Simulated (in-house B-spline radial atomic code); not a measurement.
Configurations of neutral magnesium, with energies counted from [Ne] 3s2. Level of theory: non-relativistic r2SCAN0, spin-polarised, spherical fractional occupations, exact exchange averaged over the configuration, point nucleus; calculated with a radial B-spline atomic code at the basis-set limit. Shells without spins written out take the highest spin.

Occupations are held fixed; configurations that lie above the ionisation limit could autoionise.

```tsv
configuration	E - E(ref) (eV)	highest orbital	its <r> (bohr)
[Ne] 3s1 4f1	6.4637	4f up	17.54
[He] 2s2 2p5 3s2 4s1	55.907	4s up	7.636
[He] 2s2 2p5 3s2 4f1	57.772	4f up	17.62
[He] 2s1 2p6 3s2 3p1	88.505	3p up	3.41
[He] 2s1 2p6 3s2 4p1	92.488	4p up	9.893
[He] 2s1 2p6 3s2 4d1	93.419	4d up	17.05
```

(1) Order these further configurations by energy, lowest first.
A. [Ne] 3s1 3d1
B. [Ne] 3s1 4d1
C. [Ne] 3s1 4s1
D. [He] 2s1 2p6 3s2 4f1
E. [He] 2s1 2p6 3s2 3d1

(2) How far above the reference does [Ne] 3s1 4p1 lie?

Results:

(1) C (4.83 eV), A (5.6539 eV), B (6.3378 eV), E (92.729 eV), D (93.576 eV).

(2) 5.5221 eV; its least bound orbital is 4p up with <r> = 10.81 bohr.
